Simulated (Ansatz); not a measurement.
Input for Ansatz (an electronic-structure program): U-PBE0/def2-TZVPP on AuO, 2S+1 = 4, a spin state set in the input, which need not be the lowest. Elements past Kr take the def2 small-core potentials; no spin–orbit coupling.

Ansatz 0.2 input:
```yaml
crystal:
  periodic: [false, false, false]
  atoms:
    - {symbol: Au, position_ang: [0.00000000, 0.00000000, 0.00000000]}
    - {symbol: O, position_ang: [0.00000000, 0.00000000, 1.91900000]}
basis:
  gaussian:
    orbitals: def2-TZVPP
hamiltonian:
  xc: {name: PBE0}
magnetization: {spin_polarized: true, initial_magnetization: 3}
relax: {f_tol: 0.002, max_steps: 120}
```

The log:

```
WARN ansatz: RAYON_NUM_THREADS=2 ignored (pool sized by the plan → 2); use --threads N
Functional definition: PBE0
integrals: 0.02 GiB planned
542 factors; their error is unknown
mean field: 0.27 GiB planned
mean field evaluation 1: about -5725.5674 eV, gradient 4.4e1 eV
mean field evaluation 2: about -5604.4814 eV, gradient 1.4e2 eV
mean field evaluation 4: about -5733.8112 eV, gradient 7.7e0 eV
mean field evaluation 8: about -5734.0273 eV, gradient 3.5e-1 eV
mean field evaluation 16: about -5734.0722 eV, gradient 3.6e-4 eV
mean field evaluation 32: about -5734.6973 eV, gradient 2.7e-5 eV
mean field -5734.69734308 eV, -210.7462402406 hartree, gradient 1.8e-5 eV, S^2 3.770691; 4 other end points of the search recorded, 0 dependent functions left out
the calculation of the forces begins
reference -5734.69736730 eV, -210.7462411307 hartree; 15, 12 occupied and 72, 75 virtual orbitals, 542 factors
relax step   1: F+E_penalty+E_count = -5734.69734308 eV  Δ(F+E_penalty+E_count) = +0.000e0 eV  max|allowed force component| = 8.846e-2 eV/Å  Δτ_max = 0.0000 Å  (176 SCF iters, accepted)
these checks for a lower state are left out or cut short: starts, cluster_reference, orbital_swaps, neighbouring_geometries, increment
integrals: 0.02 GiB planned
542 factors; their error is unknown
mean field: 0.27 GiB planned
mean field evaluation 64: about -5734.6976 eV, gradient 1.8e-5 eV
mean field -5734.69755063 eV, -210.7462478680 hartree, gradient 1.8e-5 eV, S^2 3.770676; 0 other end points of the search recorded, 0 dependent functions left out
the calculation of the forces begins
reference -5734.69757484 eV, -210.7462487578 hartree; 15, 12 occupied and 72, 75 virtual orbitals, 542 factors
relax step   2: F+E_penalty+E_count = -5734.69755063 eV  Δ(F+E_penalty+E_count) = -2.076e-4 eV  max|allowed force component| = 4.336e-2 eV/Å  Δτ_max = 0.0016 Å  (42 SCF iters, accepted)
these checks for a lower state are left out or cut short: starts, cluster_reference, orbital_swaps, neighbouring_geometries, increment
integrals: 0.02 GiB planned
542 factors; their error is unknown
mean field: 0.27 GiB planned
mean field -5734.69761769 eV, -210.7462503323 hartree, gradient 1.8e-5 eV, S^2 3.770660; 0 other end points of the search recorded, 0 dependent functions left out
the calculation of the forces begins
reference -5734.69764189 eV, -210.7462512218 hartree; 15, 12 occupied and 72, 75 virtual orbitals, 542 factors
relax step   3: F+E_penalty+E_count = -5734.69761769 eV  Δ(F+E_penalty+E_count) = -6.706e-5 eV  max|allowed force component| = 7.500e-4 eV/Å  Δτ_max = 0.0015 Å  (41 SCF iters, accepted)
integrals: 0.02 GiB planned
542 factors; their error is unknown
mean field: 0.27 GiB planned
mean field evaluation 96: about -5734.0825 eV, gradient 2.1e-4 eV
mean field -5734.69761769 eV, -210.7462503323 hartree, gradient 1.8e-5 eV, S^2 3.770660; 4 other end points of the search recorded, 0 dependent functions left out
the calculation of the forces begins
reference -5734.69764189 eV, -210.7462512218 hartree; 15, 12 occupied and 72, 75 virtual orbitals, 542 factors
Total energy: -5734.69764189 eV, -210.7462512218 hartree
Atom 0 at    -0.000000     0.000000    -0.003102 Å, force    -0.000000    -0.000000    -0.000750 eV/Å
Atom 1 at     0.000000    -0.000000     1.922102 Å, force     0.000000     0.000000     0.000750 eV/Å
Dipole moment:     0.000000     0.000000     0.051236 e Å
```

The run converged.

Cost: about 16 core-seconds (a rough figure).
